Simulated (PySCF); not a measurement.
Simulated Si 2p region for (OH)2Al-S-SiH3 (AlH5O2SSi), binding energy against the vacuum level.

Every computed line was given a Gaussian of 1.0 eV full width at half maximum and an area set by the number of equivalent atoms (split 2:1 within a doublet); the highest printed point is 100. Theory: delta-SCF UKS SCAN, pcX-2 on the ionised atom, pcseg-1 elsewhere, spin-free X2C in PySCF 2.14.0.

binding energy (eV), intensity and a bar:
```
    105.7          0 
    105.8          0 
    105.9          1 
    106.0          2 
    106.1          3 #
    106.2          5 ##
    106.3          9 ###
    106.4         15 ####
    106.5         22 #######
    106.6         32 ##########
    106.7         44 #############
    106.8         57 #################
    106.9         70 #####################
    107.0         81 ########################
    107.1         91 ###########################
    107.2         97 #############################
    107.3        100 ##############################
    107.4         99 ##############################
    107.5         95 #############################
    107.6         89 ###########################
    107.7         80 ########################
    107.8         71 #####################
    107.9         61 ##################
    108.0         51 ###############
    108.1         41 ############
    108.2         32 ##########
    108.3         24 #######
    108.4         18 #####
    108.5         12 ####
    108.6          8 ##
    108.7          5 #
    108.8          3 #
    108.9          2 
    109.0          1 
    109.1          0 
    109.2          0 
    109.3          0
```

Q: Count the maxima, the lines and the sites behind this envelope.

A: The curve has 1 maximum (at 107.3 eV). Under it lie 2 lines from 1 inequivalent silicon site, drawn as a 2p3/2, 2p1/2 pair. At this width some lines have no maximum of their own.

Q: Decompose the envelope and assign each component. Bonds: Al1–O2, Al1–O3, Al1–S4, S4–Si5. Hydrogens: H6 on O2; H7 on O3; H8, H9, H10 on Si5.

A: 
```tsv
position (eV)	relative area	line	atoms	environment
107.19	0.67	Si 2p3/2	Si5	silicon bonded to S and 3 H
107.82	0.33	Si 2p1/2	Si5	silicon bonded to S and 3 H
```

Q: What are the centre and the root-mean-square width of the whole band?

A: The area-weighted mean of the lines is 107.40 eV. Their own spread about it is 0.29 eV (rms) and each Gaussian has σ = 1.0/2.355 = 0.42 eV; the variances add, which gives 0.52 eV.

The curve has no shake-up lines and no vibrational structure. The 2p values add to the ΔSCF energy of one spin-free hole a correction within the shell (spin–orbit coupling, ligand field). 2p1/2 minus 2p3/2 (ligand field included): Si 0.62 eV. Isolated species at its PBE0-D3(BJ)/def2-SVP geometry (one conformer only).
